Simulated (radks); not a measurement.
Values are calculated unless marked as measured or tabulated.
Problem. Coherent X-ray form factor from a spherical all-electron density. Code: a radial shooting solver on a logarithmic mesh with Libxc functionals. Model: scalar-relativistic Kohn-Sham, OLYP, spin-polarised, spherical densities, finite nucleus; Fermi nuclear charge, rms radius of each element as measured or else 0.836 A^(1/3) + 0.57 fm.

sin(theta)/lambda (1/angstrom)  f0 (electrons)
0.05                                    70.750
0.1                                     67.803
0.15                                    64.339
0.2                                     60.839
0.25                                    57.387
0.3                                     54.008
0.4                                     47.668
0.5                                     42.147
0.6                                     37.456
0.8                                     30.002
1                                       24.504
1.25                                    19.853
1.5                                     16.964
2                                       13.423

The species is in the configuration that NIST lists as its ground one. Which atom or ion scatters so?

Solution. Neutral hafnium, [Xe] 4f14 5d2 6s2. Extrapolating in s^2 from the first two rows gives f0(0) = 71.7, near the electron count 72; among species with that count, the fall with angle is slower the higher Z, and the table is that of Z = 72; from so few rows the species is fixed only to a neighbour or two.
